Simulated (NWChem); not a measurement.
System: ZnSiH3OBr; SMILES [SiH3][O][Zn][Br]

NWChem input:

```
start job
memory heap 200 mb stack 900 mb global 1100 mb
geometry units angstroms noautoz
  Zn     0.137287     0.015598     0.001010
  Br    -0.458461    -2.124995    -0.002340
  O      0.697950     1.685816     0.003870
  Si     0.189669     3.249442     0.000343
  H     -0.620979     3.565920    -1.221523
  H      1.371651     4.162649     0.025116
  H     -0.664909     3.557298     1.194245
end
basis spherical
  Zn library def2-svp
  Br library def2-svp
  O library def2-svp
  Si library def2-svp
  H library def2-svp
end
dft
  xc b3lyp
  iterations 150
  mulliken
end
task dft energy
```

All runs use the structure optimised with PBE0/def2-SVP. No frequency run checked for a minimum. B3LYP is NWChem's, with the RPA form of VWN correlation.

Question: What results follow from this input? (B3LYP/def2-SVP.) Quantities: energy (Ha); highest occupied level (eV); orbital gap (eV); dipole (D).

Answer: 
```yaml
energy (Ha): -4719.56
highest occupied level (eV): -7.92
orbital gap (eV): 6.16
dipole (D): 0.21
```
